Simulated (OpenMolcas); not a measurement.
An atom or ion with 5 electrons was computed by XMS-CASPT2, IPEA 0.25 Eh, imaginary shift 0.1 Eh with spin-orbit coupling (OpenMolcas, ANO-RCC-VTZP, DKH2). The lowest levels that the run gave, each within 12 % of the measured value where one is at hand:

```csv
J,Parity,E (cm-1),g
1/2,odd,0.0,0.666
3/2,odd,59.2,1.334
1/2,even,42540,2.671
3/2,even,42560,1.735
5/2,even,42600,1.601
3/2,even,74250,0.800
5/2,even,74260,1.200
1/2,even,98190,2.002
1/2,even,112200,0.666
3/2,even,112250,1.334
3/2,odd,142200,2.002
3/2,odd,147870,0.800
```

Task: Which ion is it, and what are the configurations and terms?

Result: C+ (Z = 6, charge +1; active space 3 electrons in 8 orbitals (2s 2p 3s 3p)). J, parity and g give the terms where levels are pure, and mixed ones are named by the computed weights; the size of the splittings, set against known spectra of the 5-electron sequence, gives the charge. In order, with the measured energies in cm-1 (NIST Handbook of Basic Atomic Spectroscopic Data): 2s2 2p 2P* 1/2, 2s2 2p 2P* 3/2 (63.4), 2s 2p2 4P 1/2 (43003), 2s 2p2 4P 3/2 (43025), 2s 2p2 4P 5/2 (43054), 2s 2p2 2D 3/2 (74933), 2s 2p2 2D 5/2 (74930), 2s 2p2 2S 1/2 (96494), 2s 2p2 2P 1/2 (110624), 2s 2p2 2P 3/2 (110666), 2p3 4S* 3/2 (142027), 2p3 2D* 3/2.

CASPT2 does not keep the components of a term degenerate, so their means are used; among the terms shown or strongly mixed into the levels shown the widest spread is 1000 cm-1 (2p3 2D*). Over all roots computed the reference weight is 0.89 to 0.99; the roots of lowest weight are the least certain, and an intruder state may touch them. The run also gave levels led by 2s2 3p, which use shells meant for correlation; these and all levels above them are left out. Computed and measured levels are paired by configuration, term and J; levels that our copy of the source lacks, or whose pairing is in doubt (as where it misses far off the trend of its configuration), stay unpaired and out of the deviations. Only configurations of the active space appear.

* marks odd parity.
